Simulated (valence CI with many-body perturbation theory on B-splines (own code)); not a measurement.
**Energy levels of Pt XLVI**

Level of theory: configuration interaction combined with many-body perturbation theory (CI+MBPT): five valence electrons over a frozen Dirac-Fock core [Ar] 3d10, radial functions for each j: 9 s, 9 p, 8 d, 6 f, 3 g, 1 h, with the one-electron correlation potential Σ1 (screened to all orders), the two-electron term Σ2, the three-electron term Σ3, Breit, model QED; selected single and double excitations, second order for the rest (own B-spline code, finite nucleus).

The last digits are not significant, and no measured levels were compared; by estimate large intervals hold to a few tenths of a per cent, small ones and those within an open d or f shell to about a per cent. Among the levels kept, up to 360 cm⁻¹ of a level comes from second order outside the variational space, and about a tenth of that is noise between levels of different J, which matters for small intervals.

Levels 1 to 45 of 54, with energies above the lowest level, (4s^2 4p1/2^2 4p3/2) J=3/2. "Leading %" is the weight of the configuration and term that name the level; weights of strongly mixed levels are sums over their largest components and can fall short. In the jj column 3d3/2^4 stands for four electrons in 3d with j = 3/2. Lifetimes count E1, E2, E3, M1 and M2 decay at the calculated energies, and are blank where another channel may lead or the interval is too uncertain; long ones can be off by a factor of two.

```tsv
No.	Configuration	Term	J	E (× 10³ cm⁻¹)	Leading %	g	Second component	Lifetime	Leading jj
1	4s²4p³	²P°	3/2	0.00	47	1.356	27 % 4s²4p³ ²D°		4s^2 4p1/2^2 4p3/2 (99 %)
2	4s²4p³	⁴S°	3/2	966.34	55	1.457	44 % 4s²4p³ ²D°	58.6 ns	4s^2 4p1/2 4p3/2^2 (99 %)
3	4s²4p³	²D°	5/2	1013.8	99	1.194		271 ns	4s^2 4p1/2 4p3/2^2 (99 %)
4	4s²4p³	²P°	1/2	1073.7	99	0.658		90.9 ns	4s^2 4p1/2 4p3/2^2 (99 %)
5	4s²4p²4d	²D	3/2	1357.6	39	0.785	34 % 4s²4p²4d ⁴F	52.2 ps	4s^2 4p1/2^2 4d3/2 (98 %)
6	4s²4p²4d	²D	5/2	1621.7	29	1.228	19 % 4s²4p²4d ⁴D	4.75 ps	4s^2 4p1/2^2 4d5/2 (91 %)
7	4s4p⁴	⁴P	5/2	1853.0	65	1.450	24 % 4s4p⁴ ²D	3.61 ps	4s 4p1/2^2 4p3/2^2 (89 %)
8	4s4p⁴	²S	1/2	1973.7	58	2.092	28 % 4s4p⁴ ⁴P	2.51 ps	4s 4p1/2^2 4p3/2^2 (93 %)
9	4s4p⁴	²P	3/2	1989.9	40	1.174	33 % 4s4p⁴ ²D	1.30 ps	4s 4p1/2^2 4p3/2^2 (88 %)
10	4s²4p³	²P°	3/2	2048.7	52	1.306	28 % 4s²4p³ ²D°	28.8 ns	4s^2 4p3/2^3 (98 %)
11	4s²4p²4d	²F	5/2	2317.8	46	0.960	46 % 4s²4p²4d ⁴F	78.4 ps	4s^2 4p1/2 4p3/2 4d3/2 (98 %)
12	4s²4p²4d	⁴F	3/2	2321.9	38	0.909	27 % 4s²4p²4d ⁴D	10.8 ps	4s^2 4p1/2 4p3/2 4d3/2 (97 %)
13	4s²4p²4d	⁴D	1/2	2323.7	80	0.197	15 % 4s²4p²4d ²P	73.5 ps	4s^2 4p1/2 4p3/2 4d3/2 (98 %)
14	4s²4p²4d	²G	7/2	2365.8	49	1.039	26 % 4s²4p²4d ²F	1.13 ns	4s^2 4p1/2 4p3/2 4d3/2 (96 %)
15	4s²4p²4d	²D	5/2	2492.7	34	1.191	23 % 4s²4p²4d ²F	475 fs	4s^2 4p1/2 4p3/2 4d3/2 (89 %)
16	4s²4p²4d	²D	3/2	2505.1	34	1.197	26 % 4s²4p²4d ²P	368 fs	4s^2 4p1/2 4p3/2 4d3/2 (90 %)
17	4s²4p²4d	²P	1/2	2513.3	37	1.706	36 % 4s²4p²4d ⁴P	446 fs	4s^2 4p1/2 4p3/2 4d3/2 (94 %)
18	4s²4p²4d	⁴D	7/2	2533.2	48	1.310	36 % 4s²4p²4d ⁴F	1.06 ns	4s^2 4p1/2 4p3/2 4d5/2 (99 %)
19	4s²4p²4d	²P	3/2	2567.9	42	1.398	24 % 4s²4p²4d ⁴P	8.53 ps	4s^2 4p1/2 4p3/2 4d5/2 (88 %)
20	4s²4p²4d	²G	9/2	2586.4	61	1.191	38 % 4s²4p²4d ⁴F	2.26 μs	4s^2 4p1/2 4p3/2 4d5/2 (99 %)
21	4s²4p²4d	²D	5/2	2591.2	34	1.143	31 % 4s²4p²4d ²F	6.33 ps	4s^2 4p1/2 4p3/2 4d5/2 (90 %)
22	4s²4p²4d	²D	5/2	2702.4	37	1.252	32 % 4s²4p²4d ⁴P	1.02 ps	4s^2 4p1/2 4p3/2 4d5/2 (90 %)
23	4s²4p²4d	²F	7/2	2703.0	56	1.118	20 % 4s²4p²4d ²G	1.66 ps	4s^2 4p1/2 4p3/2 4d5/2 (94 %)
24	4s²4p²4d	²D	3/2	2723.3	60	0.938	17 % 4s²4p²4d ²P	2.44 ps	4s^2 4p1/2 4p3/2 4d5/2 (94 %)
25	4s²4p²4d	²P	1/2	2734.2	52	1.246	36 % 4s²4p²4d ²S	1.88 ps	4s^2 4p1/2 4p3/2 4d5/2 (92 %)
26	4s4p⁴	⁴P	3/2	2881.4	66	1.490	16 % 4s4p⁴ ²D	1.32 ps	4s 4p1/2 4p3/2^3 (84 %)
27	4s4p⁴	²D	5/2	2949.1	65	1.288	22 % 4s4p⁴ ⁴P	1.34 ps	4s 4p1/2 4p3/2^3 (86 %)
28	4s4p⁴	²P	1/2	3038.0	54	1.342	32 % 4s4p⁴ ⁴P	663 fs	4s 4p1/2 4p3/2^3 (86 %)
29	4s4p⁴	²P	3/2	3045.1	46	1.092	39 % 4s4p⁴ ²D	706 fs	4s 4p1/2 4p3/2^3 (88 %)
30	4s²4p²4f	⁴G°	5/2	3121.0	26	0.863	24 % 4s²4p²4f ²F°	10.4 ps	4s^2 4p1/2^2 4f5/2 (80 %)
31	4s4p³4d	⁴F°	7/2	3177.8	15	1.199	13 % 4s²4p²4f ²F°	17.9 ps	4s 4p1/2^2 4p3/2 4d3/2 (50 %)
32	4s4p³4d	⁴D°	5/2	3180.4	27	1.273	21 % 4s4p³4d ⁶D°	18.7 ps	4s 4p1/2^2 4p3/2 4d3/2 (89 %)
33	4s4p³4d	⁶D°	3/2	3183.3	26	1.311	20 % 4s4p³4d ⁴D°	12.6 ps	4s 4p1/2^2 4p3/2 4d3/2 (96 %)
34	4s4p³4d	⁴P°	1/2	3184.3	45	2.462	32 % 4s4p³4d ⁶D°	25.3 ps	4s 4p1/2^2 4p3/2 4d3/2 (96 %)
35	4s²4p²4f	²F°	7/2	3256.3	15	1.239	13 % 4s4p³4d ⁶D°	6.78 ps	4s^2 4p1/2^2 4f7/2 (50 %)
36	4s4p³4d	²D°	3/2	3294.1	27	0.994	16 % 4s4p³4d ⁴F°	2.52 ps	4s 4p1/2^2 4p3/2 4d3/2 (83 %)
37	4s4p³4d	⁴D°	1/2	3361.5	48	0.549	25 % 4s4p³4d ²P°	1.39 ps	4s 4p1/2^2 4p3/2 4d3/2 (93 %)
38	4s4p³4d	⁴G°	5/2	3381.9	21	0.908	20 % 4s4p³4d ²F°	930 fs	4s 4p1/2^2 4p3/2 4d3/2 (81 %)
39	4s4p³4d	⁴F°	9/2	3385.6	47	1.361	32 % 4s4p³4d ⁶D°	37.4 ps	4s 4p1/2^2 4p3/2 4d5/2 (97 %)
40	4s²4p²4d	²D	3/2	3453.1	33	1.184	26 % 4s²4p²4d ⁴P	463 fs	4s^2 4p3/2^2 4d3/2 (91 %)
41	4s²4p²4d	²D	5/2	3460.0	27	1.185	23 % 4s²4p²4d ⁴D	556 fs	4s^2 4p3/2^2 4d3/2 (90 %)
42	4s²4p²4d	⁴P	1/2	3460.2	43	1.594	26 % 4s²4p²4d ²P	507 fs	4s^2 4p3/2^2 4d3/2 (90 %)
43	4s4p³4d	⁴D°	5/2	3463.2	31	1.388	20 % 4s4p³4d ⁴P°	2.85 ps	4s 4p1/2^2 4p3/2 4d5/2 (95 %)
44	4s²4p²4d	²F	7/2	3476.2	48	1.122	22 % 4s²4p²4d ²G	605 fs	4s^2 4p3/2^2 4d3/2 (94 %)
45	4s4p³4d	²P°	3/2	3507.3	32	1.157	27 % 4s4p³4d ²D°	3.85 ps	4s 4p1/2^2 4p3/2 4d5/2 (81 %)
```

The ionisation energy to 4s²4p² ³P0 of the next ion comes out as 2351.8 eV (NIST: 2350 ± 4 eV (theoretical)). All 54 levels together are meant to be complete up to 3661.3 × 10³ cm⁻¹.
